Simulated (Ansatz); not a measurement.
Reaction (redistribution): `N[SiH](N)[GeH3]` + `CO[SiH](C)S` → `CO[SiH](C)[GeH3]` + `N[SiH](N)S`

Gas-phase electronic energies from Ansatz, PBE0-D4/def2-TZVP geometries. CCSD(T)/CBS adds triple-zeta CCSD(T) − MP2 to the extrapolated MP2 energy (def2 sets, frozen cores). Functionals use def2-TZVPP. B3LYP here is the variant with VWN-RPA as its local correlation; programs differ in this. For Ge outer-core shells are correlated without core-valence functions, which leaves a few kJ/mol of doubt a bond. Scalar relativity is left out up to krypton. One conformer a species, not always the lowest.

Question: Is it downhill or uphill in electronic energy at CCSD(T)/CBS, and by how much? (An estimate is asked.)

Answer: Ansatz gave: Downhill: ΔE = -0.9 kcal/mol.

Question: What do these levels give: PBE0-D4, B3LYP-D4, ωB97X-V, ωB97M-V, B2PLYP, r2SCAN, HF/def2-TZVPP, MP2/def2-TZVPP, HF/def2-QZVPP, SCS-MP2/def2-QZVPP, HF/CBS(def2), MP2/CBS(def2)? (Best estimate.)

Answer: Computed: PBE0-D4 -0.8, B3LYP-D4 -0.7, ωB97X-V -0.7, ωB97M-V -0.7, B2PLYP -0.7, r2SCAN -0.8, HF/def2-TZVPP -1.0, MP2/def2-TZVPP -0.9, HF/def2-QZVPP -0.9, SCS-MP2/def2-QZVPP -0.9, HF/CBS(def2) -0.9, MP2/CBS(def2) -0.8 kcal/mol.

Largest T1 diagnostic among the species: 0.012.
